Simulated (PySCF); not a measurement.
# Ru (ruthenium, neutral) across methods

[Kr] 4d7 5p1, one real determinant (an excited configuration). All numbers are calculated (PySCF 2.14, the spin-free X2C one-electron Hamiltonian (Gaussian nucleus), in x2c-QZVPPall (13s8p7d4f2g, 118 functions)).

```tsv
method	E (hartree)	mean ε 4d α (eV)	mean ε 4d β (eV)	mean ε 5p α (eV)	Σ⟨r²⟩ (bohr²)	⟨S²⟩
PBE0	-4529.93	-9.023	-7.259	-2.530	65.23	6.007
UHF	-4527.93395	-13.323	-11.028	-3.397	69.98	6.013
LDA	-4525.21	-7.533	-5.853	-2.167	63.89	6.003
r2SCAN	-4530.25	-7.701	-5.944	-2.171	64.09	6.035
LC-wPBE	-4529.83	-11.748	-10.056	-3.934	64.85	6.014
PBE	-4529.86	-7.417	-5.797	-2.108	64.80	6.006
M06-L	-4530.13	-7.545	-5.789	-1.866	65.18	6.009
PBEsol	-4527.47	-7.401	-5.718	-2.097	64.20	6.005
```

⟨L²⟩ = 13.90 against 20 for a pure G term, so this real determinant mixes terms.
